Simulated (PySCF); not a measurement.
## In⁺: interval between two levels

In⁺ [Kr] 4d10 5s2 → In⁺ [Kr] 4d10 5s1 6s1 [3S1, M_J = 1], as a difference of total energies. Calculation: PySCF 2.14, in x2c-TZVPall-2c with one added diffuse shell each of s, p, d, f type (9s10p6d3f, 90 functions); the two-component X2C-1e Hamiltonian. Correlated levels: [Ar] 3d10 frozen; the 6 highest virtual spinors dropped. "Screened" scales the spin-orbit matrix elements by Boettger's factors to mimic the two-electron term; Breit and QED terms are absent.

| method | interval between two levels (cm⁻¹) |
| --- | --- |
| GHF (spin-free) | 81634 |
| GMP2 (spin-free) | 93673 |
| GHF (screened spin-orbit) | 81649 |
| GMP2 (screened spin-orbit) | 93699 |

Errors of the correlated levels include the incompleteness of this basis and the frozen core.

For comparison: 93923 cm⁻¹ (measured; NIST Handbook of Basic Atomic Spectroscopic Data (Sansonetti and Martin, J. Phys. Chem. Ref. Data 34, 1559 (2005))).
